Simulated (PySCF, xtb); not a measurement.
CH₈AlNO₂Si, SMILES C[N]([SiH3])[Al]([OH])[OH]. The values are those of a single conformer.

Harmonic wavenumbers (cm⁻¹) from GFN2-xTB in xtb at its own minimum, in rising order: 45, 76, 128, 162, 201, 202, 212, 242, 285, 286, 334, 353, 380, 484, 575, 585, 746, 775, 802, 820, 898, 946, 1103, 1123, 1152, 1420, 1491, 1498, 2151, 2172, 2247, 2914, 2937, 3010, 3778, 3791.

### Question
What does PBE0-D3(BJ)/def2-SVP (PySCF 2.14.0) give at its own minimum? (The exact figures need the calculation; the answer reports its results.)

### Answer
48, 120, 123, 152, 182, 199, 237, 267, 293, 315, 330, 505, 560, 593, 710, 712, 814, 922, 944, 954, 960, 991, 1137, 1165, 1208, 1449, 1478, 1483, 2196, 2208, 2218, 3008, 3077, 3138, 3993, 3996. Paired by order, the mean absolute difference is 71 cm⁻¹ and the zero-point energies are 57.6 and 61.0 kcal/mol.
